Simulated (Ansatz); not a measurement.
Mulliken charges of CH₅AlN₂O, SMILES `N/C(O)=[N]\[AlH2]` from B3LYP/def2-TZVPP in Ansatz (PBE0-D4/def2-TZVP geometry).

```json
{"atom": "N1", "x (Å)": "-1.238", "y (Å)": "1.060", "z (Å)": "0.870", "charge (e)": "-0.288"}
{"atom": "C2", "x (Å)": "-0.774", "y (Å)": "-0.009", "z (Å)": "0.171", "charge (e)": "0.381"}
{"atom": "O3", "x (Å)": "-1.795", "y (Å)": "-0.865", "z (Å)": "-0.082", "charge (e)": "-0.294"}
{"atom": "N4", "x (Å)": "0.403", "y (Å)": "-0.192", "z (Å)": "-0.219", "charge (e)": "-0.424"}
{"atom": "Al5", "x (Å)": "2.046", "y (Å)": "-0.327", "z (Å)": "-0.748", "charge (e)": "0.380"}
{"atom": "H6", "x (Å)": "-0.556", "y (Å)": "1.667", "z (Å)": "1.283", "charge (e)": "0.173"}
{"atom": "H7", "x (Å)": "-2.141", "y (Å)": "0.995", "z (Å)": "1.304", "charge (e)": "0.172"}
{"atom": "H8", "x (Å)": "-1.414", "y (Å)": "-1.582", "z (Å)": "-0.600", "charge (e)": "0.206"}
{"atom": "H9", "x (Å)": "2.466", "y (Å)": "0.299", "z (Å)": "-2.142", "charge (e)": "-0.153"}
{"atom": "H10", "x (Å)": "3.086", "y (Å)": "-1.098", "z (Å)": "0.167", "charge (e)": "-0.153"}
```

**Question.** By hand: the dipole of these point charges (1 e Å = 4.8032 D).

**Answer.** Σ q r = (-0.409, 0.159, 0.272) e Å, of length 0.516 e Å = 2.48 D.

**Question.** How does the dipole of the full density compare? (Estimate.)

**Answer.** Computed: (-0.361, 0.114, 0.295) e Å, 2.31 D; the point charges give 1.07 times that, at 7° from its direction.

Point charges leave out the atoms' own dipoles, such as those of lone pairs, and Mulliken's split depends on the basis, so the close match here is no proof of good charges.

B3LYP here is the variant with VWN-RPA as its local correlation; programs differ in this.
